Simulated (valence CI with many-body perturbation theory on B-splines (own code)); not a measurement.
Values are calculated unless marked as measured or tabulated.
# Dy⁵²⁺: what the settings do

Level of theory: valence CI with perturbative core correlation (CI+MBPT): four valence electrons over a frozen Dirac-Fock core [Ne], radial functions for each j: 6 s, 6 p, 5 d, 3 f, 1 g, with the one-electron correlation potential Σ1 (screened to all orders), the two-electron term Σ2, the three-electron term Σ3, Breit, model QED; selected single and double excitations, second order for the rest, scaled by the run's own slope (own B-spline code, finite nucleus).

No measured spectrum was set against this ion. As an estimate, large intervals hold to a few tenths of a per cent, small ones and those within an open d or f shell to about a per cent.

The reference run has the lowest level (3s^2 3p1/2^2) J=0 and an ionisation energy of 4947.24 eV. Its largest variational space holds 10000 state functions.

Levels are named by their leading jj configuration (3d3/2^4 stands for four electrons in 3d with j = 3/2), which in mixed levels can hold well under half, so a name can repeat and another be missing. Letters in brackets count levels of one name in rising energy.

Reference levels: (3s^2 3p1/2 3p3/2) J=1 1603180, (3s^2 3p1/2 3p3/2) J=2 1669520, (3s 3p1/2^2 3p3/2) J=2 2733760, (3s 3p1/2^2 3p3/2) J=1 2934230, (3s^2 3p1/2 3d3/2) J=2 3140090, (3s^2 3p3/2^2) J=2 3321510, (3s^2 3p1/2 3d3/2) J=1 3433620, (3s^2 3p3/2^2) J=0 3464830, (3s^2 3p1/2 3d5/2) J=2 3648320, (3s^2 3p1/2 3d5/2) J=3 3655590, (3s 3p1/2^2 3d3/2) J=1 4297560, (3s 3p1/2 3p3/2^2) J=2 [a] 4299350 cm⁻¹.

Rank these changes by the mean size of the shift of these levels, smallest first.
A. correlating orbitals by l 3 3 3 2 1 → 5 6 2 0 2; core polarisation of operators on → off
B. highest l in the core sums 6 → 1
C. hole-hole ladder in Σ2 on → off; QED terms on → off

A (710 cm⁻¹), B (2100 cm⁻¹), C (8800 cm⁻¹).
